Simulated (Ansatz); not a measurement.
`C[SiH](Cl)[SiH2][AlH2]` and `C[SiH](Cl)CF` differ in one atom or group.

Ansatz, PBE0-D4/def2-TZVP geometries, multiplicity 1. Each molecule was computed in one conformer, which needn't be the lowest. `C[SiH](Cl)[SiH2][AlH2]` holds a close contact that its SMILES doesn't draw: Al···Cl 2.52 Å.

```csv
property,`C[SiH](Cl)[SiH2][AlH2]`
HOMO–LUMO gap (PBE0/def2-TZVPP) / eV,5.95
HOMO–LUMO gap (ωB97M-V/def2-TZVPP) / eV,9.56
HOMO energy (B3LYP/def2-TZVPP) / eV,-6.82
LUMO energy (PBE0/def2-TZVPP) / eV,-1.06
HOMO energy (ωB97M-V/def2-TZVPP) / eV,-8.95
HOMO–LUMO gap (PBE/def2-TZVPP) / eV,4.16
```

**Question.** What does the change do to each property? (Estimate.)

**Answer.** The calculation gave: 
```csv
property,`C[SiH](Cl)CF`,shift
HOMO–LUMO gap (PBE0/def2-TZVPP) / eV,8.76,2.81
HOMO–LUMO gap (ωB97M-V/def2-TZVPP) / eV,12.89,3.33
HOMO energy (B3LYP/def2-TZVPP) / eV,-8.27,-1.45
LUMO energy (PBE0/def2-TZVPP) / eV,0.28,1.34
HOMO energy (ωB97M-V/def2-TZVPP) / eV,-10.75,-1.80
HOMO–LUMO gap (PBE/def2-TZVPP) / eV,6.33,2.17
```

With PBE0 the HOMO falls by 1.47 eV and the LUMO rises by 1.34 eV, so the gap widens by about 2.81 eV. PBE moves the HOMO by -1.02 eV and ωB97M-V by -1.80 eV.

B3LYP here is the variant with VWN-RPA as its local correlation; programs differ in this.
